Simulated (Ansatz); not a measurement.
Calculated with Ansatz (gas phase, PBE0-D4/def2-TZVP geometries, no zero-point term in ΔE). CCSD(T)/CBS adds triple-zeta CCSD(T) − MP2 to the extrapolated MP2 energy (def2 sets, frozen cores). This one scheme is used for every species. DFT in def2-TZVPP. B3LYP here is the variant with VWN-RPA as its local correlation; programs differ in this. Each species was taken in one conformer, which may not be the lowest.

`C#[C][AlH][CH2]C` + `B1C=N1` → `CB1C=N1` + `C#[C][AlH][CH3]`  (formal exchange of groups at a C–C bond)

`C#[C][AlH][CH2]C`:

Cartesian coordinates in Å:
```
C 2.586 -1.370 0.900
C 1.574 -1.318 0.237
Al -0.035 -1.199 -0.792
C -1.189 0.362 -0.585
C -0.727 1.424 0.412
H 3.479 -1.421 1.482
H -0.376 -2.386 -1.785
H -2.190 -0.004 -0.320
H -1.323 0.804 -1.582
H 0.251 1.830 0.143
H -0.626 1.013 1.420
H -1.425 2.264 0.470
```

`B1C=N1`:

```xyz
5

B    -0.670   -0.033   -0.313
C     0.574    0.219    0.367
N     0.458   -0.913   -0.267
H    -1.765    0.106   -0.727
H     1.404    0.621    0.940
```

`CB1C=N1`:

Z-matrix (Å, degrees):
```
C
B 1 1.543
H 1 1.091 2 112.9
H 1 1.092 2 112.1 3 -124.0
H 1 1.096 2 108.3 3 118.2
C 2 1.446 1 161.6 3 -31.0
N 2 1.437 1 144.7 3 153.5
H 6 1.087 2 167.5 1 4.0
```

`C#[C][AlH][CH3]`:

Cartesian coordinates in Å:
```
C 1.834 -0.169 2.040
C 0.846 0.042 1.372
Al -0.713 0.371 0.313
C -0.698 -0.155 -1.558
H 2.703 -0.353 2.630
H -1.946 1.066 1.023
H 0.083 0.387 -2.101
H -0.460 -1.219 -1.659
H -1.649 0.031 -2.061
```

```tsv
level	ΔE (kJ/mol)	difference from CCSD(T)/CBS
B3LYP-D4	-70.9	-1.8
B2PLYP	-72.2	-3.1
r2SCAN	-75.9	-6.8
HF/def2-TZVPP	-69.1	0.0
MP2/def2-TZVPP	-70.4	-1.3
SCS-MP2/def2-TZVPP	-67.6	1.5
CCSD(T)/def2-TZVPP	-69.5	-0.4
HF/def2-QZVPP	-68.9	0.2
HF/CBS(def2)	-68.9	0.2
CCSD/CBS(def2)	-69.3	-0.2
CCSD(T)/CBS	-69.1	0
```

Largest T1 diagnostic among the species: 0.012.
